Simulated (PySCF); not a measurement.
Several orderings of computed values.

Species are written as SMILES; each is one conformer at its optimised geometry, gas phase, non-relativistic unless stated; the electronic structure was computed with PySCF and density fitting.

Dipoles, sizes and rotational constants follow the conformer. The torsions of the flexible species, by atom-mapped SMILES:
- `[CH:1]#[C:2][CH2:3][C@@H:4]([CH2:5]/[CH:6]=[N:7]\[CH3:8])[NH:9][SiH3:10]`: C2–C3–C4–C5 64°, C3–C4–C5–C6 -172°, C4–C5–C6–N7 134°, C3–C4–N9–Si10 92°
- `[CH2:1]=[C:2]([CH3:3])/[C:4]([CH3:5])=[CH:6]\[N:7]([SiH3:8])[SiH3:9]`: C1–C2–C4–C5 130°, C4–C6–N7–Si8 143°
- `[CH3:1][CH2:2][O:3][C@H:4]1[O:5][CH2:6][C:7]1[F:8]`: C1–C2–O3–C4 179°, C2–O3–C4–O5 72°
- `[CH:1]#[C:2][c:3]1[cH:4][cH:5][c:6]([NH:7])[c:8]([F:9])[cH:10]1`: H–N7–C6–C5 180°
- `[CH2:1][S:2](=[O:3])(=[O:4])[OH:5]`: H–O5–S2–C1 107°

The conformers of `C=CCN(C)[C@@H]1C=N[SiH2]C1` and `C[C@@H](O[SiH3])[Si@@](C)(O)[SiH2]N` aren't listed.

Problem. Rank by HOMO energy, highest first (PBE0/pcSseg-1 at GFN2-xTB geometries).
A. `C=C(C)/C(C)=C\N([SiH3])[SiH3]`
B. `C(N([C@H]1C[SiH2]N=C1)C)C=C`
C. `C#CC[C@@H](C/C=N\C)N[SiH3]`
D. `C[C@@H](O[SiH3])[Si@@](C)(O)[SiH2]N`

Solution. A (-5.86 eV), B (-6.37 eV), C (-6.52 eV), D (-7.09 eV).

Problem. By how much do the two ends of that ranking differ?

Solution. By 1.23 eV, between `C=C(C)/C(C)=C\N([SiH3])[SiH3]` and `C[C@@H](O[SiH3])[Si@@](C)(O)[SiH2]N`.

Problem. Rank by smallest rotational constant, highest first (GFN2-xTB).
A. `C#CC1=CC(F)=C([NH])C=C1` [radical]
B. `[CH2]S(=O)(=O)O` [radical]
C. `C=C(C)/C(C)=C\N([SiH3])[SiH3]`
D. `C1[C]([C@@H](OCC)O1)F` [radical]

Solution. B (4.635 GHz), D (0.955 GHz), A (0.708 GHz), C (0.642 GHz).

Problem. By how much do the two ends of that ranking differ?

Solution. By 3.993 GHz, between `[CH2]S(=O)(=O)O` [doublet state] and `C=C(C)/C(C)=C\N([SiH3])[SiH3]`.

Problem. Rank by HOMO–LUMO gap, lowest first (PBE0/pcSseg-1 at GFN2-xTB geometries).
A. `C[C@@H](O[SiH3])[Si@@](C)(O)[SiH2]N`
B. `C=C(C)/C(C)=C\N([SiH3])[SiH3]`
C. `C#CC[C@@H](C/C=N\C)N[SiH3]`
D. `CN([C@@H]1C=N[SiH2]C1)CC=C`

Solution. B (5.72 eV), D (5.95 eV), C (6.64 eV), A (7.01 eV).
